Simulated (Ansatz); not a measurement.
C2H9GaN (SMILES [CH3][Ga+]([CH3])<-[NH3]), charge +1, singlet, at a GFN2-xTB geometry (such geometries of metal compounds can be far from the true shape); CAM-B3LYP/aug-cc-pVDZ (Ansatz, a quantum-chemistry and plane-wave program).

Here is a job for Ansatz.
Ansatz 0.2 input:
```yaml
crystal:
  periodic: [false, false, false]
  atoms:
    - {symbol: Ga, position_ang: [0.01230320, 0.27085287, 0.07317890]}
    - {symbol: C, position_ang: [1.56217051, 0.91239822, -1.08138031]}
    - {symbol: H, position_ang: [2.48093940, 0.40995923, -0.76770611]}
    - {symbol: H, position_ang: [1.69143509, 1.99225895, -0.97680614]}
    - {symbol: H, position_ang: [1.35524775, 0.67334755, -2.12801519]}
    - {symbol: C, position_ang: [-1.51190352, 0.36240503, 1.42058717]}
    - {symbol: H, position_ang: [-2.42862361, -0.00827270, 0.95410195]}
    - {symbol: H, position_ang: [-1.66612628, 1.39262866, 1.75006911]}
    - {symbol: H, position_ang: [-1.26863868, -0.25754025, 2.28741157]}
    - {symbol: N, position_ang: [-0.07882585, -1.91227677, -0.51159490]}
    - {symbol: H, position_ang: [-0.77979814, -2.08684462, -1.23480529]}
    - {symbol: H, position_ang: [-0.32440056, -2.51666217, 0.27535179]}
    - {symbol: H, position_ang: [0.80874464, -2.25819564, -0.88222419]}
basis:
  gaussian:
    orbitals: aug-cc-pVDZ
hamiltonian:
  xc: cam_b3lyp
total_charge: 1
```

The log (banner, timings and long lists left out):

```
Functional definition: CAM-B3LYP
1798 factors; their error is unknown
857 factors; integrals over basis functions are off by at most 5.5e-6 eV
mean field evaluation 1: about -56064.1121 eV, gradient 9.6e1 eV
mean field evaluation 2: about -56064.7104 eV, gradient 9.0e1 eV
mean field evaluation 4: about -56083.7057 eV, gradient 3.7e0 eV
mean field evaluation 8: about -56083.7372 eV, gradient 1.1e-1 eV
mean field evaluation 16: about -56083.9260 eV, gradient 9.2e-5 eV
mean field -56083.92599997 eV, -2061.0462654486 hartree, gradient 1.6e-5 eV, S^2 0.000000; 0 other end points of the search recorded, 0 dependent functions left out
reference -56083.92617459 eV, -2061.0462718656 hartree; 29, 29 occupied and 157, 157 virtual orbitals, 1798 factors
Total energy: -56083.92617459 eV, -2061.0462718656 hartree
```
